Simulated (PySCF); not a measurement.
Spectra and structures to be paired. Method: TDDFT CAM-B3LYP/def2-SVPD, vertical, gas phase, core orbitals frozen in the response (PySCF 2.14.0, density-fitted response routines). Geometries: PBE0-D3(BJ)/def2-SVP; one conformer of each isolated species. Triplets are in the Tamm–Dancoff approximation. Relativistic effects are left out although some hold elements past zinc.

A. `C=NC1CC1`
B. `OC[C@H](F)C1=CC=CC=C1`
C. `C=C/C=N\C`
D. `N#C[C@H]1CCOC1`
E. `[GeH2]([N]=C)[PH2]`

Lowest singlet levels (six at most, fewer where fewer were computed) with oscillator strengths:

1. 297 nm (f 0.001); 209 nm (f 0.556); 174 nm (f 0.006); 169 nm (f 0.001); 168 nm (f 0.037); 164 nm (f 0.017); T1 3.32 eV
2. 168 nm (f 0.003); 163 nm (f 0.001); 157 nm (f 0.008); 157 nm (f 0.006); 152 nm (f 0.047); 149 nm (f 0.007)
3. 228 nm (f 0.000); 204 nm (f 0.029); 178 nm (f 0.648); 177 nm (f 0.557); 172 nm (f 0.014); 169 nm (f 0.002); T1 4.06 eV
4. 244 nm (f 0.001); 182 nm (f 0.370); 164 nm (f 0.012); 164 nm (f 0.040); 161 nm (f 0.002); 153 nm (f 0.003); T1 4.26 eV
5. 293 nm (f 0.000); 191 nm (f 0.150); 188 nm (f 0.109); 186 nm (f 0.014); 185 nm (f 0.046); 182 nm (f 0.066); T1 3.58 eV

Question: Which spectrum belongs to which structure?

Answer: 1 = C, 2 = D, 3 = B, 4 = A, 5 = E.
- A: S1 at 5.08 eV, HOMO→LUMO (96%); Löwdin shares by element: HOMO nitrogen 56%, carbon 24% or more, hydrogen 5% or more; LUMO carbon 37% or more, nitrogen 35%, hydrogen 17% or more; HOMO -8.83 and LUMO 0.84 eV; point group Cs.
- B: S1 at 5.43 eV, HOMO→LUMO+1 (43%), HOMO-1→LUMO (40%), HOMO→LUMO (8%); Löwdin shares by element: HOMO carbon 63% or more (atoms not listed hold the other 37%); LUMO carbon 69% or more (atoms not listed hold the other 31%); HOMO -8.60 and LUMO 0.46 eV.
- C: S1 at 4.17 eV, HOMO→LUMO (94%); Löwdin shares by element: HOMO nitrogen 58%, carbon 29% or more; LUMO carbon 62% or more, nitrogen 21% (atoms not listed hold the other 17%); HOMO -8.48 and LUMO -0.37 eV; point group Cs.
- D: S1 at 7.38 eV, HOMO→LUMO (83%); Löwdin shares by element: HOMO oxygen 59%, carbon 18% or more, hydrogen 6% or more (atoms not listed hold the other 17%); LUMO carbon 33% or more, hydrogen 11% or more (atoms not listed hold the other 56%); HOMO -9.60 and LUMO 0.91 eV.
- E: S1 at 4.22 eV, HOMO→LUMO (85%), HOMO-1→LUMO (9%); Löwdin shares by element: HOMO nitrogen 49%, carbon 15%, phosphorus 11%, germanium 9% (atoms not listed hold the other 16%); LUMO carbon 38%, nitrogen 32%, phosphorus 8%, hydrogen 6% or more (atoms not listed hold the other 16%); HOMO -8.46 and LUMO 0.30 eV.
C and E have S1 within 0.05 eV of each other; their strongest listed levels stand at 5.94 eV (f 0.556) and 6.50 eV (f 0.150).
